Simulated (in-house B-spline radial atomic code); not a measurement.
A fraction x of an electron is removed from 5p in Sn+, starting from [Kr] 4d10 5s2 5p1 and keeping the highest spin. Computed with a B-spline radial code for spherical atoms: scalar-relativistic (X2C) TPSS, spin-polarised, spherical fractional occupations, Fermi nucleus of rms radius 4.6519 fm.

| x | E(x) - E(0) (eV) | 5p up level (eV) |
| --- | --- | --- |
| 0 | 0.0000 | -10.593 |
| 0.02 | 0.2132 | -10.729 |
| 0.21 | 2.3747 | -12.026 |
| 0.25 | 2.8612 | -12.301 |
| 0.43 | 5.1874 | -13.547 |
| 0.5 | 6.1528 | -14.035 |
| 0.58 | 7.2979 | -14.594 |
| 0.71 | 9.2544 | -15.507 |
| 0.86 | 11.6600 | -16.569 |
| 0.93 | 12.8373 | -17.068 |
| 1 | 14.0496 | - |

The exact functional would give a straight line between the two integer points. Deviations E(x) - E(0) - x[E(1) - E(0)], in eV: -0.068 at x = 0.02, -0.576 at x = 0.21, -0.651 at x = 0.25, -0.854 at x = 0.43, -0.872 at x = 0.5, -0.851 at x = 0.58, -0.721 at x = 0.71, -0.423 at x = 0.86, -0.229 at x = 0.93.

The curve lies below the straight line by up to 0.872 eV (at x = 0.5): convex, the delocalisation error that favours fractional charges.

Question: How well does Slater's transition state (minus the level at half occupation) give the ionisation energy?

Answer: It gives 14.035 eV against 14.050 eV from the two total energies; NIST lists 14.63 eV, ground level to ground level.
